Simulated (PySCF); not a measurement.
Calculated properties of `Oc1cnncc1F`

Species: C4H3FN2O.
Geometry (GFN2-xTB, Å), atoms numbered from 1 in this order:
```xyz
11
C4H3FN2O angstrom
O      2.094    0.175   -0.402
C      0.788   -0.064   -0.223
C      0.187   -1.234   -0.717
N     -1.088   -1.502   -0.561
N     -1.879   -0.689    0.068
C     -1.416    0.439    0.571
C     -0.080    0.793    0.447
F      0.400    1.950    0.961
H      2.344    1.021   -0.001
H      0.777   -1.963   -1.251
H     -2.121    1.076    1.083
```

Some functional groups and rings: pyridine-type ring nitrogen, phenol-type hydroxyl and C–F bond.

GFN2-xTB geometry:

| Property | Result |
| --- | --- |
| Point group of the GFN2-xTB geometry | Cs |
| Rotational constants A, B, C of the GFN2-xTB geometry | 3.450, 2.299, 1.380 GHz |

**PBE0/def2-SVPD ground state and vertical TDDFT (core frozen in the response) (PySCF)**

| Property | Result |
| --- | --- |
| Dipole moment | 3.76 D |
| HOMO energy | -6.92 eV |
| LUMO energy | -1.28 eV |
| HOMO–LUMO gap | 5.64 eV |
| Lowest singlet excitation | 3.89 eV (318 nm, f = 0.003) |
| Strongest line among the 6 lowest singlet transitions | S6 at 6.24 eV (199 nm, f = 0.071) |
| Lowest triplet excitation (Tamm–Dancoff) | 3.04 eV |
| Static isotropic polarisability | 62.3 au |
| Electronic spatial extent ⟨r²⟩ about the centre of nuclear charge | 783 bohr² |

**PBE0/pcSseg-1 ground state and GIAO shieldings, non-relativistic (PySCF)**

| Property | Result |
| --- | --- |
| Lowest Hirshfeld atomic charge | -0.16 e on O1 |
| Highest Hirshfeld atomic charge | +0.19 e on H9 |
| 13C chemical shifts (computed TMS as zero) by class | 160.1 (C7), 149.6 (C2), 146.5 (C3), 144.0 (C6) ppm |
| 1H chemical shifts (computed TMS as zero) by class | 9.41 (H10), 9.38 (H11), 5.38 (H9) ppm |
| Isotropic shieldings of nuclei other than C and H, by class | -194 (N4), -178 (N5), 239 (O1), 347 (F8) ppm |
| Mayer bond orders between heavy atoms | O1–C2 1.13, C2–C3 1.26, C3–N4 1.54, N4–N5 1.31, N5–C6 1.50, C6–C7 1.33, C7–F8 0.92, C7–C2 1.34 |

Monoisotopic mass (most abundant isotopes): 114.0229 u.

The largest Löwdin shares of the LUMO are 0.26 on N4, 0.19 on C7, 0.15 on N5 and 0.13 on C2. S1 lies 1.75 eV below the HOMO–LUMO gap; its leading configuration is HOMO→LUMO, weight 0.99. The principal polarisabilities are 37.6, 71.9 and 77.4 au; their mean is the isotropic value. With B = h/(8π²I), that is 505.379 GHz u Å² over I, the principal moments of inertia are 146.5, 219.8 and 366.3 u Å² (most abundant isotopes). The vertical singlet–triplet gap S1 − T1 is 0.85 eV (TDDFT singlet less Tamm–Dancoff triplet; S1: HOMO→LUMO, weight 0.99; T1: HOMO→LUMO, weight 0.88). The polarisability is 9.23 Å³ as a volume (1 au = 0.148185 Å³), or 1.07 au for each of the 58 electrons. The rotational constants make it an asymmetric top with κ = (2B − A − C)/(A − C) = -0.11, nearer the prolate limit (−1).

Isolated species at its GFN2-xTB geometry (one conformer only).
